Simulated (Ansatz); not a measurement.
Ideal-gas functions of `C#[C][InH][NH2]` at 500 K and 1 bar, from an Ansatz frequency run at PBE0-D4/def2-TZVP.

Molar mass 156.88 g/mol, point group Cs (symmetry number 1), electronic degeneracy 1, moments of inertia 47.924, 202.692, 250.616 u Å². Harmonic wavenumbers (cm⁻¹, unscaled): 62, 93, 170, 237, 375, 414, 475, 483, 634, 698, 705, 725, 1547, 1893, 2125, 3459, 3613, 3725.

Use S(trans) = R[1.5 ln M + 2.5 ln T − 1.1517]; rotational temperatures θ = 24.2544 K / I; S(rot) = R[ln(√π/σ · √(T³/θAθBθC)) + 1.5]; for each mode x = 1.438777 ν̃/T, S = R[x/(eˣ − 1) − ln(1 − e⁻ˣ)] and H = RT x/(eˣ − 1); 1 cm⁻¹ = 0.0119627 kJ/mol; R = 8.31446 J/(mol·K).

Question: By hand: the entropy, in J/(mol·K).

Answer: Translation 182.7. Rotation: θ = 0.5061, 0.1197, 0.0968 K, giving 116.1. Vibration, mode by mode: 22.66, 19.30, 14.34, 11.66, 8.07, 7.33, 6.33, 6.22, 4.38, 3.79, 3.73, 3.56, 0.53, 0.23, 0.13, 0.00, 0.00, 0.00, in all 112.3. Electronic 0.0. Sum 411.1 J/(mol·K).

Question: By hand: H − E and G − E in kJ/mol, counted from the electronic energy.

Answer: Zero-point energy ½ × 21433 × 0.0119627 = 128.2; thermal vibration 27.5; translation, rotation and pV give 4 RT = 16.6. H − E = 172.3 kJ/mol, and G − E = 172.3 − 500 × 411.1/1000 = -33.2 kJ/mol.

Vibration gives 27 % of the entropy, 42.0 J/(mol·K) of it from the modes under 150 cm⁻¹: soft modes count most, and the harmonic formula is weakest for them. The sum counts one conformer and one mirror image; others add a mixing term.
